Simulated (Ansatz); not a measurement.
Basis-set extrapolation for BH$_{3}$OSSi (`S[SiH]1BO1`) (PBE0-D4/def2-TZVP geometry, frozen core, the Gaussian-basis code of Ansatz). Multiplicity 1, RHF reference.

```tsv
	def2-TZVPP	def2-QZVPP
HF	-787.867444	-787.892491
MP2 correlation	-0.622639	-0.672479
CCSD(T) correlation	-0.688148	not run
```

Energies in hartree. Use E(X) = E(∞) + A·exp(−7.88·√X) for Hartree–Fock and E(X) = E(∞) + B·X^(−2.97) for correlation, with X = 3 and 4, and add CCSD(T) minus MP2 of the smaller set to the MP2 limit.

Q: What is the CCSD(T) energy at the basis-set limit?

A: HF limit: -787.892491 + (-0.025047) × 0.13774 = -787.89594. MP2 limit: -0.672479 + (-0.049840) × 0.74074 = -0.70940. Higher-order term: -0.688148 − (-0.622639) = -0.06551. Total: -788.67085 hartree, 3.14 eV below CCSD(T)/def2-TZVPP.
